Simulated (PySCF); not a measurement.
**TDDFT excited states: C5H10SSi**

Compound: C5H10SSi.
SMILES: `C=C1C[C@@H]1CS[SiH3]`

Computed with PySCF, TDDFT PBE0/def2-SVPD, vertical, gas phase, core orbitals frozen in the response. Geometry: GFN2-xTB, one conformer, isolated molecule. Torsions of this conformer, `[CH2:1]=[C:2]1[CH2:3][C@@H:4]1[CH2:5][S:6][SiH3:7]`: C3–C4–C5–S6 -142°, C4–C5–S6–Si7 -63°.

| state | E (eV) | E (hartree) | f | main configurations (H = HOMO, L = LUMO) |
| --- | --- | --- | --- | --- |
| S1 | 5.52 | 0.2028 | 0.0026 | H→L (63%), H→L+1 (24%), H→L+2 (11%) |
| S2 | 5.73 | 0.2107 | 0.0012 | H→L+2 (82%), H→L (13%) |
| S3 | 5.87 | 0.2156 | 0.025 | H→L+1 (74%), H→L (22%) |
| S4 | 6.40 | 0.2351 | 0.0098 | H→L+3 (94%) |
| S5 | 6.46 | 0.2372 | 0.0008 | H-2→L (71%), H-3→L (16%) |
| S6 | 6.73 | 0.2472 | 0.0018 | H→L+4 (66%), H→L+5 (27%) |
| S7 | 6.91 | 0.2539 | 0.071 | H-1→L (50%), H-1→L+1 (14%) |
| S8 | 6.94 | 0.2550 | 0.042 | H→L+5 (32%), H→L+6 (23%), H-1→L (18%) |

Triplets (Tamm–Dancoff): T1 4.41 eV, H-1→L (75%), H-1→L+1 (11%); T2 5.20 eV, H→L+2 (67%), H→L (15%); T3 5.30 eV, H→L+1 (50%), H→L (26%), H→L+2 (19%).

The lowest singlet comes at 225 nm (532 kJ/mol) in the ultraviolet; it is very weak; its leading configuration is HOMO→LUMO (63%). The strongest level in the table is S7 at 6.91 eV (179 nm, f = 0.071). Löwdin shares by element: HOMO sulfur 69%, silicon 9%, carbon 8% or more; LUMO carbon 48% or more, silicon 10% (atoms not listed hold the other 42%). The oscillator strengths of these states sum to 0.155; summed over the whole spectrum of an exact calculation they would give the number of electrons, 70 (Thomas–Reiche–Kuhn). Orbital energies (eV): HOMO-3 -8.50, HOMO-2 -8.10, HOMO-1 -7.63, HOMO -6.79, LUMO -0.10, LUMO+1 0.22, LUMO+2 0.40. Of the 8 states listed, 3 reach f = 0.01 and none stays under 0.0005. Only the lowest 8 singlets were computed, as vertical energies without vibronic structure.

Time: 93 s of wall time (grids of density and orbitals included); peak memory 0.92 GiB. Hardware: Arm Neoverse N1, one thread, no GPU (shared host).
